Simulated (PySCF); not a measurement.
NbO2Br (singlet). Level of theory: PySCF, PBE0, basis Nb def2-SVP with ECP28, O def2-SVP, Br def2-SVP (scalar-relativistic core potentials, no spin–orbit coupling, density fitting).

Harmonic bands of its minimum:

| ω (cm⁻¹) | IR (km/mol) |
| --- | --- |
| 135 | 39.8 |
| 155 | 2.3 |
| 270 | 39.2 |
| 381 | 19.5 |
| 1004 | 236 |
| 1046 | 143 |

The central atom is Nb. Infer the point group and assign the bands.

Cs. The modes span 4a' + 2a'': 135 a', 155 a'', 270 a', 381 a', 1004 a'', 1046 a'. The computed geometry has Nb–Br 2.485 Å, Nb–O 1.697 Å (×2); Br–Nb–O 114.6° (×2), O–Nb–O 106.4°.

This need not be the most stable arrangement of these atoms.
